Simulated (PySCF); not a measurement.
NMR data simulated for an unnamed compound:

$^{1}$H NMR (600 MHz, computed): δ 5.55 (m, 1H), 3.26 (m, 2H), 2.03 (m, 3H).

$^{13}$C{$^{1}$H} NMR (computed): δ 167.6 (C), 155.9 (C), 115.4 (CH), 111.1 (C), 40.8 (CH2), 18.0 (CH3).

Calculated, not measured (PySCF): structure optimised with GFN2-xTB, NMR shieldings at PBE0/pcSseg-1/GIAO. Rapidly exchanging positions averaged, one conformer, in vacuum, relativity neglected.

Shifts are taken against calculated references (same method and geometry level): $^{1}$H and $^{13}$C vs TMS.

**Question.** Which of these does the molecule contain: a non-aromatic C=C double bond, a vinyl group CH=CH2, an ester, a Si–CH3 group?

**Answer.** 
- A non-aromatic C=C double bond: yes.
- A vinyl group CH=CH2: no.
- An ester: no.
- A Si–CH3 group: no.

The data belong to `C/C(F)=C1/C=C(F)C1`, C6H6F2; they needn't prove each group on their own.

Carbon signals by region: 1 in the far downfield region (above 160 ppm), 3 in the sp2 and nitrile region (100–160 ppm), 2 below 50 ppm. Above 160 ppm: 167.6, fully substituted alkene carbon.

Splittings by $^{19}$F in the carbon and heteronuclear signals aren't shown, as no couplings were computed. Shifts are as computed. Against solution values, carbons near 30 ppm lie about +3 ppm off and those near 130 ppm about +5 ppm. Of 1309 compounds with measured shifts, 239 miss one by over three times the rms of a fit or turn the order of signals round; such compounds aren't used in these exercises. No couplings were computed; multiplicities are counted from neighbouring protons, with m where these are inequivalent, close in shift, in a saturated or five-membered ring or joined by F or P, and br s for small geminal =CH2 splittings.
